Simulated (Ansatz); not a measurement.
C2H4BFO, SMILES `O/C=C/BF`, one more setting.

```yaml
crystal:
  periodic: [false, false, false]
  atoms:
    - {symbol: O, position_ang: [-2.018877, -0.547802, 0.555110]}
    - {symbol: C, position_ang: [-0.862948, -0.416563, 0.056470]}
    - {symbol: C, position_ang: [0.142161, 0.285001, 0.258263]}
    - {symbol: B, position_ang: [1.256519, 0.189221, -0.524031]}
    - {symbol: F, position_ang: [2.313923, 0.915869, -0.954571]}
    - {symbol: H, position_ang: [-2.098138, 0.446268, 1.120057]}
    - {symbol: H, position_ang: [-0.955121, -1.549201, -0.337814]}
    - {symbol: H, position_ang: [-0.193340, 1.477501, 0.606287]}
    - {symbol: H, position_ang: [1.763857, -0.845854, -1.022998]}
basis:
  gaussian: {orbitals: "6-31G*"}
hamiltonian: {xc: {name: RPBE}}
```

```sh
$ ansatz run in.yaml --threads 2 --pin off --events-out ev --progress --plain --max-ram 4352MiB
```

It prints (some lines left out):

```
Functional definition: RPBE
910 factors; their error is unknown
mean field evaluation 1: about -7568.2820 eV, gradient 5.8e1 eV
mean field evaluation 2: about -7559.5750 eV, gradient 8.1e1 eV
mean field evaluation 4: about -7576.0085 eV, gradient 7.9e0 eV
mean field evaluation 8: about -7576.1272 eV, gradient 1.6e-1 eV
mean field evaluation 16: about -7576.0610 eV, gradient 3.6e-4 eV
mean field -7576.06098745 eV, -278.4151060503 hartree, gradient 2.2e-5 eV, S^2 0.000000; 0 other end points of the search recorded, 0 dependent functions left out
reference -7576.06100911 eV, -278.4151068464 hartree; 19, 19 occupied and 64, 64 virtual orbitals, 910 factors
Total energy: -7576.06100911 eV, -278.4151068464 hartree
```

Hardware: 2 threads of an Arm Neoverse V2 on a shared host. Wall time 0.85 s, peak host memory 0.41 GiB.
